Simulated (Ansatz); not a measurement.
Consider the formal exchange of groups at the Si–O bond: `[SiH3]OC[SiH2]S` + `CB(C)C` → `CB(C)C[SiH3]` + `OC[SiH2]S`.

Gas-phase electronic energies from Ansatz, PBE0-D4/def2-TZVP geometries. CCSD(T)/CBS adds triple-zeta CCSD(T) − MP2 to the extrapolated MP2 energy (def2 sets, frozen cores). Functionals use def2-TZVPP. Each species was taken in one conformer, which may not be the lowest.

`[SiH3]OC[SiH2]S`:

Cartesian coordinates in Å:
```
Si 1.280 -0.674 -1.766
O 0.110 -0.402 -0.638
C 0.434 0.101 0.652
Si -1.180 0.307 1.608
S -2.483 1.621 0.549
H 2.254 -1.687 -1.273
H 2.022 0.584 -2.058
H 0.584 -1.164 -2.977
H 0.952 1.067 0.579
H 1.102 -0.590 1.186
H -0.924 0.946 2.925
H -1.790 -1.032 1.806
H -2.360 0.921 -0.592
```

`CB(C)C`:

```xyz
13

C     0.281    0.111    1.541
B     0.030   -0.007   -0.003
C    -0.722   -1.260   -0.571
C     0.479    1.139   -0.975
H     1.096    0.780    1.826
H     0.418   -0.857    2.032
H    -0.638    0.530    1.976
H    -1.292   -1.064   -1.483
H    -1.356   -1.778    0.153
H     0.064   -1.977   -0.858
H     1.381    1.668   -0.657
H    -0.328    1.887   -0.964
H     0.587    0.827   -2.017
```

`CB(C)C[SiH3]`:

Z-matrix (Å, degrees):
```
C
B 1 1.570
H 1 1.092 2 115.3
H 1 1.099 2 107.9 3 -119.9
H 1 1.095 2 111.8 3 125.2
C 2 1.569 1 119.5 3 -167.5
C 2 1.557 1 120.7 3 14.5
H 6 1.093 2 114.1 1 -151.2
H 6 1.093 2 114.2 1 -24.6
H 6 1.100 2 106.5 1 92.3
Si 7 1.882 2 108.7 1 83.8
H 7 1.095 2 113.4 1 -32.9
H 7 1.095 2 113.7 1 -158.8
H 11 1.488 7 110.7 2 58.4
H 11 1.488 7 110.6 2 178.3
H 11 1.488 7 110.7 2 -61.6
```

`OC[SiH2]S`:

```xyz
10

O     1.162   -1.100   -0.105
C     0.681   -0.022    0.684
Si   -0.625    0.878   -0.337
S    -2.182   -0.480   -0.869
H     1.796   -1.605    0.409
H     0.225   -0.371    1.620
H     1.484    0.682    0.946
H     0.018    1.478   -1.535
H    -1.259    1.948    0.476
H    -1.301   -1.407   -1.288
```

```csv
species,B2PLYP energy (Eh)
`[SiH3]OC[SiH2]S`,-1094.98890
`CB(C)C`,-144.50749
`CB(C)C[SiH3]`,-435.09100
`OC[SiH2]S`,-804.37453
```

Work out ΔE.

ΔE = (-435.09100) + (-804.37453) − (-1094.98890) − (-144.50749) = 0.03086 Eh = +81.0 kJ/mol. CCSD(T)/CBS gives +74.0 kJ/mol.

Largest T1 diagnostic among the species: 0.012.

Leaving LDA and LC-ωPBE aside and taking each functional with its dispersion term where it has one, the values, not all of them listed here, spread over 21.0 kJ/mol, from revPBE-D4 to BHLYP-D4. At CCSD(T), def2-SVP lies −4.1 kJ/mol from the extrapolated value and def2-TZVPP +0.2 kJ/mol. From BLYP to BHLYP (50 % exact exchange), in def2-TZVPP and without D4, ΔE moves by +4.7 kJ/mol.
